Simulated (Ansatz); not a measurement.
Stepwise reaction of `[F][Ti]([Cl])([Cl])[Cl]` with hydrogen fluoride, as a gas-phase model of exchange steps in deposition or etching. ΔE in kJ/mol; ΔG adds harmonic PBE0-D4 terms to CCSD(T)/CBS, at 1 bar.

Gas-phase electronic energies from Ansatz, PBE0-D4/def2-TZVP geometries. CCSD(T)/CBS adds triple-zeta CCSD(T) − MP2 to the extrapolated MP2 energy (def2 sets, frozen cores). This one scheme is used for every species. Functionals use def2-TZVPP. B3LYP here is the variant with VWN-RPA as its local correlation; programs differ in this. For Ti outer-core shells are correlated without core-valence functions, which leaves a few kJ/mol of doubt a bond. Scalar relativity is left out up to krypton.

```
step                                                          reaction  PBE-D4  B3LYP-D4  ωB97M-V  CCSD(T)/CBS  ΔG(400 K)
   1  `[F][Ti]([Cl])([Cl])[Cl]` + H–F → `[F][Ti]([F])([Cl])[Cl]` + HCl   -20.9     -20.7    -25.4         -9.5      -16.7
   2    `[F][Ti]([F])([Cl])[Cl]` + H–F → `[F][Ti]([F])([F])[Cl]` + HCl   -22.0     -22.1    -26.2        -12.4      -16.9
```

**Question.** Give the row of step 3, `[F][Ti]([F])([F])[Cl]` + H–F → `[F][Ti]([F])([F])[F]` + HCl. (An estimate is asked.)

**Answer.** The calculation gave: 
```tsv
step	reaction	PBE-D4	B3LYP-D4	ωB97M-V	CCSD(T)/CBS	ΔG(400 K)
3	`[F][Ti]([F])([F])[Cl]` + H–F → `[F][Ti]([F])([F])[F]` + HCl	-23.1	-23.4	-26.8	-15.2	-16.4
```

**Question.** By hand: ΔE of the 3 steps together at CCSD(T)/CBS.

**Answer.** (-9.5) + (-12.4) + (-15.2) = -37.1 kJ/mol, or -12.4 kJ/mol a step.

In ΔE each step is lower than the one before. All are downhill at CCSD(T)/CBS. ΔG lies between -16.9 and -16.4 kJ/mol a step. PBE-D4 differs from CCSD(T)/CBS by -11.4 to -7.9 kJ/mol a step. Isolated molecules leave out the surface, adducts and barriers. Largest T1 diagnostic: 0.024.
